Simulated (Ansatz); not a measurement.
Breaking the Si1–H2 bond in FHSi (SMILES F[SiH]) (multiplicity 1 held, fragments rigid). Energies count from the point at 1.538 Å.
Geometry at that point (charge 0, multiplicity 1):
| atom | x (Å) | y (Å) | z (Å) |
|---|---|---|---|
| Si | -0.2073 | -0.3454 | 0.4496 |
| H | -1.0031 | -1.1949 | -0.5558 |
| F | 0.4339 | 0.6700 | -0.6376 |

Signs of static correlation in cc-pV(D+d)Z, with CASSCF(2,2), from Ansatz (a program for electronic structure) runs.

| R (Å) | T1 of restricted CCSD | ⟨S²⟩ of UHF | largest double amplitude of restricted CCSD | weight of the CASSCF reference in MRCISD | CASSCF natural occupations |
|---|---|---|---|---|---|
| 1.230 | 0.016 | 0.310 | 0.110 | 0.922 | 1.99 0.01 |
| 1.384 | 0.016 | 0.266 | 0.103 | 0.922 | 1.99 0.01 |
| 1.538 | 0.016 | 0.220 | 0.094 | 0.922 | 1.98 0.02 |
| 1.692 | 0.017 | 0.172 | 0.082 | 0.922 | 1.97 0.03 |
| 1.846 | 0.017 | 0.124 | 0.076 | 0.922 | 1.96 0.04 |
| 2.076 | 0.019 | ? | 0.124 | 0.922 | 1.92 0.08 |
| 2.307 | 0.023 | 0.397 | 0.187 | 0.922 | 1.88 0.12 |
| 2.692 | 0.035 | 0.787 | 0.302 | 0.922 | 1.75 0.25 |
| 3.076 | 0.054 | 0.931 | 0.440 | 0.922 | 1.58 0.42 |
| 3.538 | 0.079 | 0.992 | ? | 0.922 | 1.37 0.63 |
| 4.153 | 0.105 | 1.014 | 0.843 | 0.922 | 1.17 0.83 |
| 4.922 | 0.119 | 1.020 | 0.997 | 0.922 | 1.06 0.94 |

What belongs in the gaps?


- 2.076, ⟨S²⟩ of UHF: 0.054
- 3.538, largest double amplitude of restricted CCSD: 0.626

Doubts at one or more of the structures used: a restricted determinant that unrestricted orbitals would lower (R-CCSD(T)/cc-pV(D+d)Z); other coupled-cluster roots lie near (R-CCSD(T)/cc-pV(D+d)Z); T1 above 0.05 (R-CCSD(T)/cc-pV(D+d)Z, U-CCSD(T)/cc-pV(D+d)Z); a spin-contaminated determinant (U-CCSD(T)/cc-pV(D+d)Z).
